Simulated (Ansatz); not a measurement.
System: GeHBrF, charge 0, doublet. GeHBrF (SMILES [F][GeH][Br], doublet).
B3LYP-D3(BJ)/def2-TZVP minimum from Ansatz (a program for electronic structure):
```
Ge
F 1 1.7525
H 1 1.5676 2 104.58
Br 1 2.3305 3 108.83 2 -113.27
```
Charge 0, spin multiplicity 2.

Total energies in hartree (Ansatz). Open shells are spin-unrestricted; no spin-orbit coupling. Cores are frozen in correlated methods (noble-gas shells, and filled d and f shells in the p block). No relativity. For partners of very few electrons the exact lower level stands in for a higher one. Spin-orbit terms, left out, reach several kcal/mol for Br and I, and more for heavier atoms.

```tsv
species	HF/cc-pVTZ	CCSD(T)/cc-pVTZ	HF/cc-pVQZ	CCSD(T)/cc-pVQZ	CCSD(T)/cc-pVDZ	CCSDT(Q)/cc-pVDZ
1: GeHBrF (SMILES [F][GeH][Br], doublet)	-4747.98228	-4748.53090	-4747.99909	-4748.59769	-4748.19923	-4748.20109
2: Ge (triplet)	-2075.36107	-2075.42794	-2075.36359	-2075.43284	-2075.34866	-2075.34895
3: F (doublet)	-99.40552	-99.62036	-99.41377	-99.65026	-99.52757	-99.52776
4: Br (doublet)	-2572.44509	-2572.60263	-2572.44802	-2572.62195	-2572.47590	-2572.47619
5: H (doublet)	-0.49981	-0.49981	-0.49995	-0.49995	-0.49928	-0.49928
```

Q: Work out the atomisation energy (electronic, to ground-state atoms) in kcal/mol: take Hartree-Fock from cc-pVQZ, extrapolate the CCSD(T) correlation energy as X^-3 (X = 3, 4), and add CCSDT(Q) - CCSD(T) in cc-pVDZ. 1 hartree = 627.51 kcal/mol.

A: 
Species 1: correlation (64·(-0.59860) - 27·(-0.54862))/37 = -0.63507; step -0.00186; E1 = -4747.99909 + (-0.63507) + (-0.00186) = -4748.63602
Species 2: correlation (64·(-0.06925) - 27·(-0.06687))/37 = -0.07099; step -0.00029; E2 = -2075.36359 + (-0.07099) + (-0.00029) = -2075.43487
Species 3: correlation (64·(-0.23649) - 27·(-0.21484))/37 = -0.25229; step -0.00019; E3 = -99.41377 + (-0.25229) + (-0.00019) = -99.66625
Species 4: correlation (64·(-0.17393) - 27·(-0.15754))/37 = -0.18589; step -0.00029; E4 = -2572.44802 + (-0.18589) + (-0.00029) = -2572.63420
Species 5: correlation (64·(0.00000) - 27·(0.00000))/37 = 0.00000; step +0.00000; E5 = -0.49995 + (0.00000) + (+0.00000) = -0.49995
-1·E1 +1·E2 +1·E3 +1·E4 +1·E5 = 0.40075 hartree = 251.5 kcal/mol.
